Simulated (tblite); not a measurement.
Species: C5H9F3Si2.
Cartesian coordinates in Å at the GFN2-xTB level; atoms count from 1:
```xyz
19
C5H9F3Si2 angstrom
C      2.868    0.338    1.655
C      2.446    0.367    0.529
Si     1.753    0.383   -1.186
C     -0.141    0.175   -1.003
Si    -0.984    1.670   -0.154
C     -0.421   -1.146   -0.291
C     -1.895   -1.440   -0.134
F     -2.116   -2.726    0.199
F     -2.478   -0.708    0.831
F     -2.602   -1.222   -1.253
H      3.239    0.317    2.639
H      2.309   -0.766   -1.917
H      2.071    1.644   -1.857
H     -0.558    0.102   -2.012
H     -2.422    1.673   -0.410
H     -0.400    2.877   -0.743
H     -0.694    1.606    1.277
H      0.011   -1.146    0.713
H      0.005   -1.988   -0.844
```

Computed with GFN2-xTB (tblite): harmonic, unscaled wavenumbers at the GFN2-xTB geometry, gas phase. Errors from tens to a few hundred cm⁻¹ against measured bands are possible. Modes of hydrogen on silicon can be 10 to 20 % off. One conformer, not necessarily the lowest.

Harmonic wavenumbers (cm⁻¹): 32.5, 38.8, 65.5, 91.3, 126.9, 164.4, 193.1, 214.5, 217.4, 238.1, 323.0, 338.1, 371.0, 471.5, 478.4, 482.5, 528.7, 539.9, 574.8, 587.0, 634.4, 654.2, 684.1, 686.4, 732.3, 763.9, 771.3, 786.7, 804.2, 826.7, 847.8, 910.8, 1033.3, 1049.5, 1087.2, 1118.0, 1194.2, 1196.8, 1281.7, 1326.9, 1458.6, 2196.5, 2207.9, 2252.0, 2267.2, 2288.7, 2295.9, 2931.8, 2956.7, 2982.8, 3352.1.

A = 1404, B = 562.1, C = 518.2 MHz; mass 182.019 u (most abundant isotopes); point group C1, symmetry number 1.

Task: What is the zero-point energy?

Result: Half the sum of the wavenumbers: 25829 cm⁻¹ = 73.85 kcal/mol.

Task: Entropy at 298.15 K, 1 bar (ideal gas, RRHO, classical rotation)?

Result: Translation 41.53, rotation 31.04, vibration 43.76: S = 116.3 cal/(mol K).

Task: And Cp and H(298.15 K) − H(0)?

Result: Cp = 50.88 cal/(mol K), of which vibrations give 42.93 (their classical limit is 51 R = 101.3); H(298.15 K) − H(0) = 9.03 kcal/mol without the zero-point energy, 6.66 from vibrations.

Task: Blend soft modes into free rotors: weight 1/[1 + (100 cm⁻¹/ν̃)⁴] for the oscillator and the rest for a rotor with moment μB/(μ + B), μ = h/(8π²ν), B = 10⁻⁴⁴ kg m². What vibrational entropy results?

Result: 39.25 cal/(mol K) in place of 43.76, which changes −T·S at 298.15 K by +1.35 kcal/mol.

Task: What must be added to the electronic energy to get the Gibbs energy at 298.15 K and 1 bar?

Result: ZPE + [H(298.15 K) − H(0)] − T·S = 73.85 + 9.03 − 34.69 = 48.19 kcal/mol.

Hindered rotation and anharmonicity are outside this model. Other conformers, if any are populated, would add a mixing term that is left out. The structure is chiral; the term R ln 2 for an equal mix with its mirror image is left out.

Run on x86-64 server, one thread, shared host. The figure is for the frequency step alone.
